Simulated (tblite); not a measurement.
C₄H₃F₂NOSe.
SMILES with atom numbers: `[F:1][CH:2]([F:3])[O:4][c:5]1[cH:6][cH:7][n:8][se:9]1` (hydrogens: H10 on C2; H11 on C6; H12 on C7)

Computed with GFN2-xTB (tblite), gas phase: nudged elastic band of 9 images (0 to 8), spring 0.2 eV/Å², climbing image at the end, force threshold 0.05 eV/Å. The top image wasn't refined or checked by frequencies; at this threshold it can lie a kcal/mol or more above the true saddle point of the method.

The band describes a rotation about C5–O4 (aromatic carbon bearing oxygen, aryl ether oxygen), followed by the dihedral C6–C5–O4–C2, from the optimised start (-3°) to a second optimised geometry at 177°.

Question: How does the energy change from image to image?

Answer: 
```csv
image,dihedral (°),E (eV),C5–O4 (Å),C6···C2 (Å),largest true force (eV/Å)
0,-3,0.000,1.368,2.98,0.01
1,21,-0.008,1.368,2.99,0.04
2,45,0.001,1.369,3.04,0.04
3,70,0.036,1.371,3.15,0.04
4,95,0.052,1.372,3.28,0.04
5,118,0.030,1.369,3.42,0.03
6,140,-0.002,1.365,3.53,0.04
7,160,-0.014,1.364,3.60,0.04
8,177,-0.021,1.363,3.62,0.01
```

Barriers of this band. The top is image 4 at 95°: 0.052 eV forward and 0.073 eV back; the end lies 0.021 eV below the start. The central bond is 0.004 Å longer at the top than at the start.

Question: What rate follows at 298 K for crossing this barrier forward?

Answer: Taking the electronic barrier for the free energy of activation (no zero-point or entropy terms, transmission 1), rate = (kT/h)·exp(−ΔE/kT) ≈ 8 × 10^11 s⁻¹, whose inverse is 1 × 10^-12 s. An error of 1 kcal/mol in the barrier changes this by a factor of 5, and the method and the loose band can each miss by that much or more. The barrier is only 2.0 kT, where transition-state theory is rough.

Question: How would the two end points share their population at 298 K, from these energies alone?

Answer: exp(−ΔE/kT) with ΔE = 0.021 eV gives 0.44 for the higher one (start) against 1 for the lower, without vibrational, rotational or degeneracy terms. GFN2-xTB can put conformers this close in the wrong order.

What follows is the cost of the whole band run. The run took 4.0 s wall on an Arm Neoverse N1 with one thread (shared host), and the process peaked at 0.18 GiB of memory.
